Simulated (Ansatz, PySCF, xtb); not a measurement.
Pair of molecules: NH3 (SMILES N) (first 4 atoms) with H2 (SMILES [H][H]); geometry from B3LYP-D3(BJ)/def2-TZVP, rigid monomers moved along the line of their centres of mass till N1···H5 is 2.35 Å.
(charge 0, multiplicity 1):
```csv
atom,x (Å),y (Å),z (Å)
N,0.0152,-0.0022,-0.1380
H,-0.7130,0.6181,-0.4730
H,0.8979,0.3440,-0.4962
H,-0.1456,-0.9123,-0.5542
H,0.0206,-0.1443,2.2116
H,0.0209,-0.1932,2.9580
```

Interaction energies are E(AB) − E(A) − E(B) at the monomers' geometry in the complex; basis-set methods are counterpoise corrected. Rows marked so take none.

Rows in 3-21G carry no dispersion term and start afresh at each structure.

The values were computed with Ansatz (Gaussian orbitals); PySCF for 3-21G rows, the dispersion terms; xtb for the GFN methods. Values without a source in brackets are computed.

Question: One of these levels gives -24.9 meV for the interaction energy. Which?
A. HF/3-21G (no counterpoise)
B. PBE0-D3(BJ)/def2-TZVPPD
C. GFN-FF

Answer: B, PBE0-D3(BJ)/def2-TZVPPD. The others give -2.6 (GFN-FF), -88.5 (HF/3-21G (no counterpoise))

Ansatz is a quantum-chemistry and plane-wave program.
